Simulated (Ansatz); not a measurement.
Reaction R1 → P1 + 4 P2, each structure at its B3LYP-D3(BJ)/def2-TZVP stationary point, reached from a drawn start (curvature not checked).
R1: CF4 (SMILES FC(F)(F)F), charge 0, multiplicity 1.
P1: C atom, charge 0, multiplicity 3.
P2: F atom, charge 0, multiplicity 2.

```csv
level,reaction energy (kcal/mol),"minus CCSD(T)/CBS(cc-pVTZ, cc-pVQZ)",cost
HF/cc-pVDZ,298.72,-178.90,-
HF/cc-pVTZ,313.47,-164.15,-
HF/cc-pVQZ,313.70,-163.93,-
SVWN5/def2-TZVPP,599.13,121.51,×0.7
revPBE/def2-TZVPP,475.37,-2.25,×0.9
B97M-V/def2-TZVPP,477.14,-0.48,×2
B3LYP/def2-TZVPP,468.70,-8.92,×1
PBE0/def2-TZVPP,478.74,1.12,×1
BHLYP/def2-TZVPP,437.12,-40.50,×1
wB97X-V/def2-TZVPP,479.81,2.19,×2
wB97M-V/def2-TZVPP,480.18,2.56,×2
B2PLYP/def2-TZVPP,470.93,-6.69,×2
MP2/cc-pVQZ,501.46,23.84,-
"MP2/CBS(cc-pVTZ, cc-pVQZ)",507.33,29.71,-
SCS-MP2/cc-pVDZ,443.28,-34.34,-
SCS-MP2/cc-pVTZ,474.17,-3.45,-
SCS-MP2/cc-pVQZ,482.66,5.04,-
CCSD/cc-pVDZ,425.05,-52.57,-
CCSD(T)/cc-pVQZ,471.77,-5.85,×50*
"CCSD(T)/CBS(cc-pVTZ, cc-pVQZ)",477.62,0.00,×50*
```

 The comparison column counts from a level with limits of its own.

P less R. No zero-point or thermal terms; singlets are restricted closed shells; open shells are unrestricted; no spin–orbit coupling.

Frozen-core correlation throughout. CBS: X⁻³ extrapolation of the correlation energy, Hartree–Fock from the larger set.

Programs: Ansatz (a program for electronic structure) with Gaussian orbitals. Each number belongs to the level named beside it.

Costs are rough ratios of core time to PBE/def2-TZVPP (about 3 s over the structures, on one shared machine); a dash marks a level with no comparable run of its own. A star marks coupled-cluster runs past 200 virtual orbitals, where the program's memory plan changes under this machine's limit, so their costs aren't comparable with smaller runs.
